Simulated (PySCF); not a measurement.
AlCl₂H₃O₂Si, SMILES [OH][Al]([OH])[SiH](Cl)Cl.

Geometry optimised at B3LYP-D3(BJ)/def2-SVP. The structure was generated by enumeration; whether it is a known compound was not checked. One conformer was computed; it need not be the lowest.

Level of theory: PySCF with TDDFT-B3LYP/def2-SVPD.

Vertical excitations. The molecule is in vacuum.

Computed UV-visible absorptions:
| state | energy (eV) | λ (nm) | f | main pairs |
|---|---|---|---|---|
| S1 | 5.36 | 231 | 0.037 | HOMO→LUMO 97 % |
| S2 | 5.97 | 208 | 0.067 | HOMO→LUMO+2 69 %, HOMO→LUMO+1 27 % |
| S3 | 5.99 | 207 | 0.093 | HOMO→LUMO+1 70 %, HOMO→LUMO+2 27 % |
| S4 | 6.44 | 193 | 0.025 | HOMO−1→LUMO 93 % |
| S5 | 6.65 | 186 | 0.012 | HOMO−2→LUMO 59 %, HOMO−4→LUMO 31 % |
| S6 | 6.67 | 186 | 0.015 | HOMO−3→LUMO 79 %, HOMO−4→LUMO 14 % |
| S7 | 6.70 | 185 | 0.027 | HOMO−4→LUMO 50 %, HOMO−2→LUMO 32 %, HOMO−3→LUMO 9 % |
| S8 | 6.89 | 180 | 0.002 | HOMO−2→LUMO+1 91 % |
| S9 | 7.03 | 176 | 0.002 | HOMO−1→LUMO+1 87 % |
| S10 | 7.05 | 176 | 0.002 | HOMO−6→LUMO 69 % |
| T1 | 4.56 | 272 | 0 | HOMO→LUMO 96 % |
| T2 | 5.33 | 233 | 0 | HOMO→LUMO+2 95 % |
| T3 | 5.45 | 228 | 0 | HOMO→LUMO+1 93 % |
| T4 | 6.17 | 201 | 0 | HOMO−1→LUMO 66 %, HOMO−2→LUMO 30 % |
Triplets are in the Tamm–Dancoff approximation, which puts them higher than full response would, so one can lie above its singlet here.
